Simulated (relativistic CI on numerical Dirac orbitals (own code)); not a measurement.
## One change at a time: Br XXX

Base calculation: Dirac-Coulomb-Breit CI, separate exchange-only KLI orbitals for each configuration, model QED (radiative potential, 1s self-energy scaled to tabulated hydrogen-like ionisation energies), unscaled Slater integrals.

Configuration list (outside the closed core 1s2): 2s2 2p2, 2s 2p3, 2p4, 2p3 3s, 2p3 3p, 2p3 3d, 2s2 2p 3s, 2s2 2p 3p, 2s2 2p 3d, 2s 2p2 3s, 2s 2p2 3p, 2s 2p2 3d, 2s2 2p 4s, 2s2 2p 4p, 2s2 2p 4d, 2s2 2p 4f. Levels of other configurations are missing.

Variants: (1) P86 correlation estimate; (2) one mean potential for all configurations; (3) non-relativistic limit. Shifts of the energy above 2s2 2p2 3P_0, in eV, for the lowest level and the first level of each name with at least 55 % of one term (blank where a level changes its place among those of its configuration and J or its character, or is not in the variant):

```tsv
Level	Base	Δ(1)	Δ(2)	Δ(3)
2s2 2p2 3P_0	0.00	0.00	0.00	0.00
2s2 2p2 3P_1	42.73	0.00	+0.02	-42.73
2s2 2p2 1S_0	125.62	+0.01	+0.04	-87.62
2s 2p3 5S°_2	133.62	+0.34	+0.05	-82.76
2s 2p3 3D°_1	178.28	+0.34	+0.05	-73.59
2s 2p3 3D°_2	189.58	+0.34	+0.05	-84.89
2s 2p3 3D°_3	204.39	+0.34	+0.05	-99.70
2s 2p3 3P°_0	224.91	+0.34	+0.04	-101.60
2s 2p3 1P°_1	309.95	+0.34	+0.05	-133.49
2p4 3P_2	356.43	+0.55	+0.15	-112.34
2p4 3P_0	380.40	+0.55	+0.15	-136.31
2p4 3P_1	403.95	+0.55	+0.13	-159.86
2p4 1D_2	416.46	+0.55	+0.14	-154.38
2p4 1S_0	480.74	+0.55	+0.11	-182.44
2s2 2p 3s 3P°_0	1888.08	+1.11	+0.79	-27.16
2s2 2p 3s 3P°_1	1889.84	+1.11	+0.82	-28.91
2s2 2p 3p 3D_1	1920.57	+1.32	+0.66	
2s2 2p 3p 3P_0	1936.04	+1.32	+0.89	-37.15
2s2 2p 3s 3P°_2	1941.56	+1.11	+0.93	-80.64
2s2 2p 3p 3D_2	1942.10	+1.32	+0.77	-49.52
2s2 2p 3s 1P°_1	1945.79	+1.11	+1.01	-78.90
2s2 2p 3d 3F°_2	1971.83	+0.96	+0.72
```

At this charge energies of transitions that change n are usually good to better than 1 %, and those within a shell (Δn = 0) to a few per cent.

Ionisation energy from the two ground configurations alone: base 3366.73 eV; P86 correlation estimate 3368.21 eV. The NIST ASD value (semi-empirical) is 3361 eV.

LS names give the leading component of a level, which can be under half, so a name can repeat, a term be missing and a line seem to break the LS rules.
